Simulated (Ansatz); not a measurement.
Born–Oppenheimer molecular dynamics of CH$_{5}$B$_{2}$FO (10 atoms, charge 0, multiplicity 1). It starts from a relaxed structure.

Computed with Ansatz 0.2.0, RKS LDA/STO-3G.

| Quantity | Value |
| --- | --- |
| ensemble | NVT, Langevin thermostat |
| time step | 1 fs |
| steps asked | 427 |
| set temperature | 500 K |
| friction | 0.05 /fs |
| seed | 303564 |

First frame:

```xyz
10
Properties=species:S:1:pos:R:3
O -2.106 -0.355 -0.163
B -0.817 -0.757 -0.266
C 0.353 -0.116 0.569
B 1.271 0.699 -0.410
F 1.218 2.010 -0.451
H -2.160 0.399 0.531
H -0.625 -1.624 -1.039
H -0.027 0.500 1.403
H 0.960 -0.945 0.974
H 2.016 0.139 -1.144
```

How far do the bonds stretch over the last three quarters of this one trajectory? (Pairs bonded in most of those frames.)


```json
{"bond": "O1–B2", "mean (Å)": "1.360", "spread (Å)": "0.023", "shortest": "1.31", "longest": "1.41"}
{"bond": "O1–H6", "mean (Å)": "1.030", "spread (Å)": "0.032", "shortest": "0.97", "longest": "1.10"}
{"bond": "B2–C3", "mean (Å)": "1.584", "spread (Å)": "0.033", "shortest": "1.49", "longest": "1.65"}
{"bond": "B2–H7", "mean (Å)": "1.181", "spread (Å)": "0.032", "shortest": "1.10", "longest": "1.26"}
{"bond": "C3–B4", "mean (Å)": "1.578", "spread (Å)": "0.042", "shortest": "1.47", "longest": "1.67"}
{"bond": "C3–H8", "mean (Å)": "1.115", "spread (Å)": "0.043", "shortest": "1.01", "longest": "1.24"}
{"bond": "C3–H9", "mean (Å)": "1.113", "spread (Å)": "0.034", "shortest": "1.04", "longest": "1.20"}
{"bond": "B4–F5", "mean (Å)": "1.316", "spread (Å)": "0.026", "shortest": "1.26", "longest": "1.37"}
{"bond": "B4–H10", "mean (Å)": "1.192", "spread (Å)": "0.034", "shortest": "1.11", "longest": "1.29"}
```

Mean temperature of the second half: 474 K. A run of 0.43 ps of so small a system gives no equilibrium averages. Limits of this set-up: minimal basis.

The run took 17 min on 1 thread of Intel(R) Xeon(R) Processor @ 2.50GHz (Skylake/Cascade Lake), on a shared host, peak memory 0.09 GiB.
